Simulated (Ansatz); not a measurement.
A calculation with Ansatz (development build ahead of 0.2.0).

```yaml
crystal:
  periodic: [false, false, false]
  atoms:
    - { symbol: Cr, position_ang: [0.0, 0.0, 0.0] }
basis:
  gaussian: { orbitals: cc-pVDZ }
magnetization:
  spin_polarized: true
  initial_magnetization: 6
hamiltonian:
  xc: hf
correlation:
  method: mp2
  frozen_orbitals: { Cr: 5 }
```

The input is written out in the form of the current development build from the run's settings.

Output:

```json
{"Converged": "yes", "Reference energy": "-1043.35507 hartree", "Correlation energy": "-0.25976 hartree", "Total energy": "-1043.61483 hartree", "Spin squared of the determinant": "12.000"}
```
